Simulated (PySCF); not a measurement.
PySCF input:

```python
from pyscf import gto, scf, dft

mol = gto.M(
    atom='''
    In   -0.00000000   -0.00000000   -0.62875443
    Cl    0.00000000    0.00000000    1.81229218
    ''',
    basis='def2-tzvpd',
    ecp='def2-tzvp',
    charge=0,
    spin=0,
    verbose=4,
)

mf = dft.RKS(mol, xc='m062x').density_fit(auxbasis='def2-universal-jkfit')
mf.grids.level = 4
mf.conv_tol = 1e-9
mf.max_cycle = 100
mf.max_memory = 1500
mf.kernel()
if not mf.converged:
    mf = mf.newton()
    mf.kernel(mf.make_rdm1())
mf.analyze()
```

Task: Predict the final energy.

Result: -650.34734 Eh (M06-2X/def2-TZVPD).
